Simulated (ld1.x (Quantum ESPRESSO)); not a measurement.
# Ca: RRKJ pseudisation with PW91, scalar-relativistic reference atom.

ld1.x (Quantum ESPRESSO) 7.5 input, shortened:

```
&input
   title='Ca', zed=20., rel=1, dft='PW91', iswitch=3,
   config='[Ar] 3d0 4s2 4p0'
 /
 &inputp
   pseudotype=2, tm=.false., rho0=0.02, lloc=0,
   nlcc=.false.
 /
3
4P  2  1   0.00   0.00  4.20  4.20  0.0
3D  3  2   0.00   0.00  2.60  2.60  0.0
4S  1  0   2.00   0.00  3.05  3.05  0.0
 &test
   configts(1)='3d0 4s2 4p0'
 /
```

All-electron outer shells of the reference configuration (PW91, scalar-relativistic, ld1.x):

```
shell  level (eV)  outermost node (bohr)  outermost maximum (bohr)
   3s      -47.12                   0.45                      0.99
   3p      -28.06                   0.42                      1.04
   4s       -3.80                   1.43                      3.38
   3d       -2.00                      –                      1.27
   4p       -1.43                   1.63                      4.39
```

Results:

| Property | Result |
| --- | --- |
| Cutoffs needed | 6 Ry and 10 Ry (the cutoffs (Ry, on a coarse ladder) from which the occupation-weighted sum of valence levels, in a spherical-Bessel basis at the reference potential, stays within 10 and 1 mRy of its value at 400 Ry) The cutoffs count occupied waves only; the empty 3d level needs 21 Ry at the loose tolerance. |
| Ghost test | no extra level below or beside the all-electron valence levels (p, d, s, f tested) (spherical-Bessel basis up to 400 Ry, 20 bohr box) |
| Largest excitation error | +1561 meV (all-electron minus pseudo) for 3d1 4s0 4p0, out of 7 test configurations |

Generation and tests took about 2.8 s on one core of a shared server CPU.
